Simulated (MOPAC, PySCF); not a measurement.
C$_{8}$H$_{9}$FSi, SMILES `C=Cc1ccc(F)c([SiH3])c1` (C–C–C–C torsion 1°), neutral singlet in the gas phase. 

Cartesian coordinates (Å):
SMILES: C(c1cc(c(F)cc1)[SiH3])=C
```xyz
19

C      3.4410    -0.6389    -0.5148
C      2.1639    -1.0231    -0.4065
C      0.9955    -0.1714    -0.1547
C      1.0815     1.2229    -0.0054
C     -0.0502     1.9906     0.2337
C     -1.2838     1.3565     0.3243
F     -2.3716     2.0980     0.5549
C     -1.4343    -0.0210     0.1844
Si    -3.1346    -0.8125     0.3189
C     -0.2721    -0.7640    -0.0561
H      3.7526     0.4050    -0.4207
H      4.2303    -1.3695    -0.7041
H      1.9348    -2.0896    -0.5133
H      2.0508     1.7203    -0.0777
H      0.0054     3.0742     0.3512
H     -4.0605    -0.2794    -0.7236
H     -3.7373    -0.5661     1.6623
H     -2.9616    -2.2826     0.1188
H     -0.3498    -1.8494    -0.1718
```
Charge 0, multiplicity 1.

All levels are single points at this geometry (PBE0-D3(BJ)/def2-SVP); Pople sets use spherical d functions. Orbital energies aren't observables, and empty levels follow the basis.

```csv
level,HOMO (eV),LUMO (eV),gap (eV),dipole (D),"vertical IE, Delta-SCF (eV)"
PBE-D3(BJ)/def2-TZVP in PySCF,-5.71,-2.18,3.54,1.41,8.15
PBE0-D3(BJ)/def2-TZVP in PySCF,-6.65,-1.35,5.31,1.56,8.27
ωB97X-D3(BJ)/def2-TZVP in PySCF,-8.76,0.65,9.41,1.60,8.44
B3LYP/6-311+G** in PySCF,-6.49,-1.57,4.91,1.63,–
B3LYP/6-31G* in PySCF,-6.12,-1.06,5.06,1.52,8.01
BP86/6-31G* in PySCF,-5.48,-1.85,3.62,1.38,–
PBE/6-31G* in PySCF,-5.39,-1.76,3.63,1.37,7.91
AM1 in MOPAC,-9.03,-0.25,8.79,1.46,–
PM7 in MOPAC,-9.31,-0.46,8.85,1.68,–
```
